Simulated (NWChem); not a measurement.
Species: BF2 cation

```xyz
3

F      0.0000     0.0000    -1.2264
B      0.0000     0.0000     0.0000
F      0.0000     0.0000     1.2264
```
Atoms are numbered in this order, from 1.

Results from NWChem. Geometry: optimised at PBE0-D3(BJ)/def2-TZVP. Vzz is the largest principal value of the second derivative of the potential at the nucleus (NWChem prints the opposite sign); η is the asymmetry. Non-relativistic.

Q: What does the run give for PBE/def2-SVP? Quantities: Vzz B2 (a.u.); η B2.

A: 
| Property | Value |
|---|---|
| Vzz B2 (a.u.) | -0.301 |
| η B2 | 0.00 |
